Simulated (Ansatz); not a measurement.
This geometry of CH5AlFN + H2 (11 atoms, charge 0, multiplicity 1) is a first-order saddle point.

These are results of RKS r2SCAN/def2-SVP in Ansatz, not measurements.

```xyz
11
Properties=species:S:1:pos:R:3
Al -0.398 0.324 0.344
N 1.397 0.113 0.912
C -0.864 -0.033 -1.504
F -1.168 1.503 1.254
H 0.481 -0.896 1.333
H -0.484 -1.194 1.332
H 2.174 -0.157 0.309
H 1.756 0.644 1.706
H -1.943 -0.228 -1.622
H -0.623 0.830 -2.148
H -0.329 -0.906 -1.915
```

(1) Which two structures does it join? (They come from a converged band through this point; their orientation in space is the band's.)

(2) How far does it lie above each of them?

Results:

(1) Bonds broken: H5–H6. Bonds formed: Al1–H6, N2–H5. CH5AlFN + H2 becomes CH7AlFN.

Initial state:

```xyz
11
Properties=species:S:1:pos:R:3
Al -0.006 0.528 0.261
N 1.710 0.446 0.684
C -0.721 -0.029 -1.453
F -1.003 1.287 1.379
H -0.728 -1.614 1.320
H -1.174 -1.074 1.621
H 2.444 0.083 0.084
H 2.117 0.783 1.551
H -1.694 -0.536 -1.340
H -0.896 0.840 -2.112
H -0.049 -0.713 -1.996
```

Final state:

```xyz
11
Properties=species:S:1:pos:R:3
Al -0.733 0.045 0.506
N 1.288 -0.121 0.915
C -0.810 -0.005 -1.454
F -0.834 1.585 1.220
H 1.541 -0.932 1.484
H -1.345 -1.132 1.402
H 1.890 -0.118 0.088
H 1.506 0.719 1.459
H -1.840 0.126 -1.829
H -0.209 0.798 -1.921
H -0.455 -0.966 -1.871
```

(2) 0.63 eV above the first and 1.22 eV above the second. This is the barrier of this one path; another mechanism may lie lower. The orbitals stay closed-shell, which can raise the energy where a bond breaks towards radicals; this wasn't checked here.

The run took 3.2 min on 2 threads of Intel(R) Xeon(R) Platinum 8488C (Sapphire Rapids), on a shared host, peak memory 0.17 GiB.
